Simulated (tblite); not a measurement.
Species: C3H2F3N3Si.
Atom-mapped SMILES: `[N:1]#[C:2][Si:3]([NH2:4])([C:5]#[N:6])[C:7]([F:8])([F:9])[F:10]` (hydrogens: H11, H12 on N4)

Computed geometry: GFN2-xTB, gas phase.

Q: Give the optimised bond lengths and angles.

A: 
| bond | length (Å) | order |
| --- | --- | --- |
| N1≡C2, C5≡N6 | 1.144 | triple |
| C2–Si3, Si3–C5 | 1.868 | single |
| Si3–N4 | 1.699 | single |
| Si3–C7 | 1.942 | single |
| C7–F8, C7–F9, C7–F10 | 1.346 | single |
| N4–H11, N4–H12 | 1.007 | single |

Bonds in one row agree within 0.01 Å and their mean is given. Orders are formal, as drawn. A selection of angles:
| angle | degrees |
| --- | --- |
| N1–C2–Si3 | 177.9 |
| C2–Si3–N4 | 118.9 |
| C2–Si3–C5 | 106.6 |
| C2–Si3–C7 | 106.0 |
| N4–Si3–C5 | 112.1 |
| N4–Si3–C7 | 104.2 |
| C5–Si3–C7 | 108.5 |
| Si3–C5–N6 | 178.6 |
| Si3–C7–F8 | 113.7 |
| Si3–C7–F9 | 111.2 |
| F8–C7–F9 | 106.5 |
| F8–C7–F10 | 106.6 |
| H11–N4–Si3 | 122.3 |
| H12–N4–Si3 | 122.9 |

Dihedral angles: C2–Si3–C7–F8 -48° (synclinal). The mirror-image conformer, all signs reversed, is as good.

The C–Si distances run from 1.864 Å (Si3–C5, drawn single) to 1.942 Å (Si3–C7, drawn single), a spread of 0.078 Å. Si3 (four-coordinate silicon) is distorted tetrahedral (angles from 104.2° to 118.9°). N4 (silicon-bound nitrogen) is almost planar (angles 122.9°, 122.3° and 111.9°, sum 357.1°, 0.12 Å off the plane of its three neighbours).

Point group: C1 (no symmetry element, even within 0.4 Å). Its GFN2-xTB frequencies are all real (lowest 16 cm⁻¹). The numbers are those of one conformer (C2–Si3–N4–H -93° and 67°). 2 starts were optimised and ended at 0.00 and 0.02 kcal/mol (GFN2-xTB); the lowest of these is shown.
